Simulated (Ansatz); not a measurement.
`[SiH3][SiH2][SnH3]` + `[SH][GeH3]` → `[SiH3][S][GeH3]` + `[SiH3][SnH3]` at 700 K and 1 bar (cleavage of the Si–Si bond).

Isolated molecules relaxed with PBE0-D4/def2-TZVP in Ansatz; ΔE leaves out vibrations. CBS: MP2 limit from def2 TZ/QZ plus the TZ coupled-cluster correction, frozen cores. def2 core potentials past Kr. For Ge, Sn outer-core shells are correlated without core-valence functions, which leaves a few kJ/mol of doubt a bond. Scalar relativity is left out up to krypton.

| species | CCSD(T)/CBS energy (Eh) | H − E (kJ/mol) | S (J/(mol·K)) |
| --- | --- | --- | --- |
| `[SiH3][SiH2][SnH3]` | -796.96755 | 251.5 | 516.6 |
| `[SH][GeH3]` | -2476.30083 | 133.1 | 357.0 |
| `[SiH3][S][GeH3]` | -2766.60510 | 204.4 | 460.0 |
| `[SiH3][SnH3]` | -506.68362 | 179.7 | 401.7 |

H − E and S are ideal-gas, rigid-rotor, harmonic terms from PBE0-D4/def2-TZVP. 1 Eh = 2625.50 kJ/mol, R = 8.31446 J/(mol·K).

Task: By hand: ΔE, ΔH, ΔS and ΔG.

Result: ΔE = (-2766.60510) + (-506.68362) − (-796.96755) − (-2476.30083) = -0.02034 Eh = -53.4 kJ/mol. Δ(H − E) = 204.4 + 179.7 − 251.5 − 133.1 = -0.5, so ΔH = -53.9 kJ/mol. ΔS = 460.0 + 401.7 − 516.6 − 357.0 = -11.9 J/(mol·K). ΔG = -53.9 − 700 × (-11.9)/1000 = -45.6 kJ/mol.

Task: By hand: the equilibrium constant, and the temperature at which ΔG would vanish if ΔH and ΔS stayed fixed.

Result: log₁₀ K = −ΔG/(RT ln 10) = 3.4. ΔG = 0 at ΔH/ΔS = 4529 K, far beyond where these terms or the molecules hold.

The number of gas molecules stays the same, so ΔS is small and ΔH decides. A doubt of 5 kJ/mol in ΔE shifts log₁₀ K by 0.4 here. Modes under 60 cm⁻¹, often nearly free rotors, make the harmonic entropy too high. These are equilibria of isolated gas molecules and say nothing of rates. Largest T1 diagnostic: 0.014 (customary marks: 0.02 for closed shells, 0.045 for open ones).
